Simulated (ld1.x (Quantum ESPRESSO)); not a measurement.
Ranking ultrasoft potentials for nitrogen

All share these settings but for the change named:

- Element: N
- Generator: ld1.x (Quantum ESPRESSO) 7.5
- Type: ultrasoft
- Functional: LDA (PZ)
- Relativity: scalar-relativistic
- Frozen core: [He]
- Valence charge: 5
- Reference configuration: 2s2 2p3
- Partial waves: 2s (bound): rcut 0.80, rcutus 0.95 bohr; 2s channel at -0.35 Ry: rcut 0.80, rcutus 0.95 bohr; 2p (bound): rcut 1.15, rcutus 1.25 bohr; 2p channel at -0.2 Ry: rcut 1.15, rcutus 1.25 bohr
- Local potential: all-electron potential smoothed inside 0.75 bohr (lloc = -1)
- Core correction: Bessel-smoothed model core, default radius (core density twice the valence density)
- Augmentation charge: PSQ, inside the norm-conserving radii

Test errors are all-electron minus pseudo excitation energies from the reference, over 2s2 2p2; 2s2 2p1; 2s2 2p0; 2s2 2p3.3; 2s2 2p2.5; 2s1 2p4; 2s1 2p3. None of these files shows a bound ghost.

The base gives 264.8 meV.

Of 7 variants that were run, those that failed, showed a ghost or another fault, or gave nearly equal values are left out.

A variant can come out equal or close to the base, since the largest error may sit in a test that the change hardly touches while other tests move.

(1) Rank these variants by their largest absolute test error, smallest first.
A. core correction Bessel-smoothed model core inside 1.14 bohr
B. core correction Bessel-smoothed model core inside 0.70 bohr
C. core correction none
D. core correction Bessel-smoothed model core inside 0.46 bohr
E. core correction Bessel-smoothed model core inside 0.82 bohr

## Answers

(1) A (51.2 meV), C (71.1 meV), E (92.1 meV), B (172.6 meV), D (260.7 meV).
